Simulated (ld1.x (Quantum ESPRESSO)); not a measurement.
## Configuration tests for Hf (Z = 72) (TM)

```json
{
  "Element": "Hf (Z = 72)",
  "Generator": "ld1.x (Quantum ESPRESSO) 7.5",
  "Type": "norm-conserving Troullier–Martins (Kleinman–Bylander form)",
  "Functional": "PBE",
  "Relativity": "fully relativistic",
  "Frozen core": "[Kr] 4d10 4f14",
  "Valence charge": "12",
  "Reference configuration": "5s2 5p6 5d1 6s0 6p0 (charge +3)",
  "Partial waves": "5p (bound): rc 1.55 bohr; 5d (bound): rc 2.85 bohr; 5s (bound): rc 1.80 bohr",
  "Local potential": "the s channel",
  "Core correction": "none"
}
```

Open shells are filled in proportion to 2j + 1 (rel_dist='average').

Energies are relative to the spin-unpolarised reference configuration 5s2 5p6 5d1 6s0 6p0; without spin polarisation the order of configurations can differ from experiment.

```json
{"valence configuration": "5s2 5p6 5d2 6s2 6p0", "charge": "0", "ΔE all-electron (eV)": "-43.943", "error AE − PS (meV)": "+2702"}
{"valence configuration": "5s2 5p6 5d2 6s1 6p0", "charge": "+1", "ΔE all-electron (eV)": "-35.963", "error AE − PS (meV)": "+1679"}
{"valence configuration": "5s2 5p6 5d2 6s1 6p1", "charge": "0", "ΔE all-electron (eV)": "-40.144", "error AE − PS (meV)": "+1613"}
{"valence configuration": "5s2 5p6 5d1 6s2 6p1", "charge": "0", "ΔE all-electron (eV)": "-42.013", "error AE − PS (meV)": "+3375"}
{"valence configuration": "5s2 5p6 5d3 6s1 6p0", "charge": "0", "ΔE all-electron (eV)": "-41.354", "error AE − PS (meV)": "+1289"}
```

What are ΔE and the potential's error for 5s2 5p6 5d2 6s0 6p0?

ΔE = -21.783 eV all-electron; the error (AE − PS) is +11 meV.

What are ΔE and the potential's error for 5s1 5p6 5d2 6s2 6p0?

ΔE = 29.037 eV all-electron; the error (AE − PS) is +4510 meV.

These tests converged, but a pseudo level misses the all-electron one widely, so the file describes the atom poorly there or has found another state: 5s2 5p6 5d2 6s0 6p0: empty 6s by 2.1 eV; 5s2 5p6 5d3 6s1 6p0: 6s by 1.0 eV.
